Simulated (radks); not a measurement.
Results of a calculation; reference values are marked as such.
Mn9+, configuration [Ne] 3s2 3p4. Level of theory: scalar-relativistic Kohn-Sham, LDA (Slater exchange, VWN5 correlation), spin-polarised, spherical densities, finite nucleus; open shells are filled with parallel spins first; Fermi nuclear charge, rms radius 3.7057 fm (a radial shooting solver on a logarithmic mesh with Libxc functionals).

Normalised radial functions P(r) = r R(r), r in bohr:

r	2s down	2p up	3p up
0.002254	0.1668	0.0027	0.0012
0.003179	0.2285	0.0052	0.0023
0.004449	0.3077	0.0098	0.0043
0.006275	0.4115	0.0186	0.0082
0.008781	0.5360	0.0348	0.0152
0.01239	0.6823	0.0654	0.0286
0.01747	0.8310	0.1208	0.0529
0.02445	0.9438	0.2155	0.0941
0.03449	0.9634	0.3770	0.1642
0.04826	0.8033	0.6227	0.2695
0.06808	0.3685	0.9774	0.4172
0.09526	-0.3393	1.3958	0.5785
0.1344	-1.2073	1.7896	0.6907
0.1895	-1.8669	1.9591	0.6226
0.2652	-1.9403	1.7460	0.2599
0.3741	-1.3852	1.1743	-0.3976
0.5236	-0.6455	0.5532	-1.0367
0.7385	-0.1669	0.1538	-1.2438
1.033	-0.0211	0.0222	-0.8784
1.458	-0.0009	0.0012	-0.3387
2.056	0.0000	0.0000	-0.0599

2s down: eigenvalue -958.18 eV, 1 radial node at r = 0.0823 bohr, <r> = 0.279 bohr, 90 % of the charge inside 0.432 bohr. 2p up: eigenvalue -847.90 eV, 0 radial nodes, <r> = 0.246 bohr, 90 % of the charge inside 0.403 bohr. 3p up: eigenvalue -239.81 eV, 1 radial node at r = 0.308 bohr, <r> = 0.774 bohr, 90 % of the charge inside 1.16 bohr.
